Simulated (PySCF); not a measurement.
C₄HF₃ (triplet state).
Geometry (GFN2-xTB, Å), atoms numbered from 1 in this order:
```
atom  x, y, z in Å
C1     2.212    0.560   -0.985
C2     1.107    0.282   -0.455
C3    -0.006   -0.001    0.081
C4    -1.266   -0.321    0.690
F5    -2.078    0.753    0.802
F6    -1.962   -1.243   -0.007
F7    -1.131   -0.819    1.938
H8     3.133    0.798   -1.425
```

Identity: `C#C[C]C(F)(F)F` [triplet].

Theory: UKS B3LYP, pcH-1 on C F H, non-relativistic, mean-field spin-orbit, GIAO (PySCF 2.14.0). Geometry: GFN2-xTB; no solvent, vibrations or thermal averaging. This triplet need not be the ground state; the singlet was not compared here. Couplings are sensitive to structure, and on GFN2-xTB geometries they can be far from those on DFT ones. Stability of the SCF solution: not tested.

Q: What is the g tensor, term by term?

A: 
| Δg (ppm) | 1 | 2 | 3 |
| --- | --- | --- | --- |
| relativistic mass correction | -162 | -162 | -162 |
| gauge correction | 36 | 29 | 29 |
| orbital Zeeman/spin–orbit | -38 | 167 | 167 |
| total | -164 | 34 | 34 |

So g = 2.00216, 2.00235, 2.00235 and g_iso = 2.00229; the tensor is axial. Axes: g1 points within 1° of the C1–H8 bond.

Q: How much does each term add to the isotropic shift?

A: The mass correction -162, the orbital-Zeeman/spin–orbit term 98 and the gauge correction 31 ppm, for a total of -32 ppm. The mass correction is the largest in size. The mass correction is the same along every axis, so the anisotropy comes from the other two: their spans along these axes are 7 (gauge) and 205 ppm (orbital Zeeman/spin–orbit).

Q: What are the electron Larmor frequencies g μB B/h along the three axes at 1200 mT?

A: 33.6272, 33.6305, 33.6305 GHz for g1, g2 and g3, a range of 3.3 MHz.

Q: What effective moment and Curie constant follow for a powder at temperatures where kT is far above the zero-field splitting?

A: With the mean of g² = 4.0092 and S(S+1) = 2.00: μ_eff = √(⟨g²⟩S(S+1)) = 2.832 μB and χT = 0.12505·⟨g²⟩·S(S+1) = 1.003 cm³ K/mol (cgs; spin-Hamiltonian part alone).

Largest spin populations (Mulliken): C1 (+1.27), C3 (+1.23) and C2 (-0.48). The positive populations add up to 2.57 and the negative ones to -0.57, together 2S = 2.

The HOMO–LUMO gaps are 7.91 eV among the α and 6.13 eV among the β orbitals.
